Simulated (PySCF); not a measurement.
**Simulated absorption spectrum**

C5H7BO2.
InChI=1S/C5H7BO2/c1-2-6-7-4-3-5-8-6/h2-6H,1H2

Method: PySCF 2.14.0, density-fitted response routines, TDDFT B3LYP/def2-SVPD, vertical, gas phase, core orbitals frozen in the response. Isolated species at its PBE0-D3(BJ)/def2-SVP geometry (one conformer only). Torsions of this conformer, `[CH2:1]=[CH:2][B@@H-:3]1[O:4][CH:5]=[CH:6][CH:7]=[O+:8]1`: C1–C2–B3–O4 122°.

Computed states:

```tsv
state	E (eV)	f
S1	3.26	0.012
S2	3.71	0.018
S3	4.76	0.0011
S4	5.43	0.083
S5	5.67	0.026
S6	6.11	0.025
S7	6.25	0.0028
S8	6.55	0.014
S9	6.62	0.0003
S10	6.86	0.025
```

Each state is given a Gaussian of 0.5 eV full width at half maximum, with ε(max) = 2.175×10⁸ f / Δν̃ (Δν̃ the width in cm⁻¹). The width is an assumption, not a result. The curve ends short of the highest state used, and states not computed would add to its high-energy end.

Question: What does the envelope look like, and where are its maxima?

Answer: 
```
E (eV)  ε (L mol⁻¹ cm⁻¹)
  2.51                 1
  2.67                13
  2.84                86
  3.00               294
  3.16               588
  3.33               789
  3.49               917
  3.65              1036
  3.82               842
  3.98               415
  4.14               118
  4.30                24
  4.47                25
  4.63                53
  4.79               109
  4.96               439
  5.12              1631
  5.28              3794
  5.44              5296
  5.61              4564
  5.77              2880
  5.93              1954
  6.10              1777
  6.26              1567
```

Maxima: 339 nm (3.66 eV), ε about 1000, made up of S1 (10%) and S2 (90%); 227 nm (5.47 eV), ε about 5300, made up of S4 (83%) and S5 (17%) (ε in L mol⁻¹ cm⁻¹; maxima over ε = 5, shares over 10%).

Question: Does any computed singlet lie in the visible range?

Answer: S1 lies in the visible range (380 to 750 nm), at 380 nm, f = 0.012; light of that wavelength is violet, and its complementary colour is yellow-green; a Tamm–Dancoff triplet lies at 471 nm, without intensity as long as spin–orbit coupling is left out.

Question: Coming from long wavelengths, where does ε first pass 100 L mol⁻¹ cm⁻¹?

Answer: At about 434 nm (2.86 eV), 0.40 eV below S1.

Question: What would ε be at 5.47 eV, the highest of these maxima, with half the width (0.25 eV)?

Answer: About 8850 L mol⁻¹ cm⁻¹ against 5340, a factor of about 1.7; a lone state at its own centre would give exactly 2.

The vertical ionisation energy (ΔSCF) is 8.87 eV, 2.01 eV above S10.

The run took 8.6 min wall on an Intel Xeon at 2.50 GHz with one thread, no GPU, shared host with 64 logical CPUs at a one-minute load of 59, and the process peaked at 0.93 GiB of memory.
